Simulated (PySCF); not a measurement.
# Magnetic susceptibility: `C=C(C(=C=C)C)C#N`, C₇H₇N

Geometry:
| atom | x (Å) | y (Å) | z (Å) |
| --- | --- | --- | --- |
| C1 | 2.332 | -0.342 | 1.260 |
| C2 | 1.201 | -0.348 | 0.637 |
| C3 | 0.054 | -0.357 | 0.003 |
| C4 | -0.587 | -1.639 | -0.451 |
| C5 | -0.630 | 0.909 | -0.279 |
| C6 | -1.784 | 1.036 | -0.946 |
| C7 | 0.011 | 2.076 | 0.216 |
| N8 | 0.521 | 3.022 | 0.615 |
| H9 | 2.390 | -0.392 | 2.336 |
| H10 | 3.272 | -0.274 | 0.734 |
| H11 | -0.691 | -1.645 | -1.536 |
| H12 | -1.577 | -1.743 | -0.007 |
| H13 | 0.022 | -2.488 | -0.152 |
| H14 | -2.313 | 0.188 | -1.343 |
| H15 | -2.225 | 2.005 | -1.108 |

Computed with GIAO CAM-B3LYP/pcSseg-1 magnetisability, rotational g tensor and spin-rotation constants, non-relativistic, gas phase (PySCF 2.14.0). Geometry: GFN2-xTB.

**Question.** What are the magnetisability and the molar susceptibility?

**Answer.** Isotropic -1089 × 10⁻³⁰ J/T², or -65.6 × 10⁻⁶ cm³/mol; principal values -1182, -1110, -977 × 10⁻³⁰ J/T², anisotropy 180 × 10⁻³⁰ J/T² (root of half the summed squared differences of the principal values). The susceptibility is in cgs units.

**Question.** Split it along the inertial axes a, b, c into diamagnetic and paramagnetic parts about the centre of mass, with the quadrupole moment.

**Answer.** 
```csv
axis,χ (10⁻⁶ cm³/mol),diamagnetic (10⁻⁶ cm³/mol),paramagnetic (10⁻⁶ cm³/mol),summed x² of all electrons (Å²),quadrupole Θ (D Å)
a,-61.2,-604.9,543.7,141.0,-2.08
b,-64.5,-654.9,590.5,129.2,+2.97
c,-71.2,-1146.0,1074.8,13.4,-0.90
```
Anisotropies 2χaa − χbb − χcc = +13.2 and 2χbb − χaa − χcc = +3.5 × 10⁻⁶ cm³/mol. Θ is traceless in Buckingham's convention.

**Question.** And the rotational g tensor?

**Answer.** 
```
axis  rotational constant (GHz)        g  nuclear part  electronic part
   a                     2.4303  -0.0257        0.5950          -0.6208
   b                     2.1189  -0.0221        0.5656          -0.5878
   c                     1.1491  -0.0072        0.5731          -0.5802
```
Asymmetric top; isotopes 12C, 1H, 14N; no vibrational averaging.
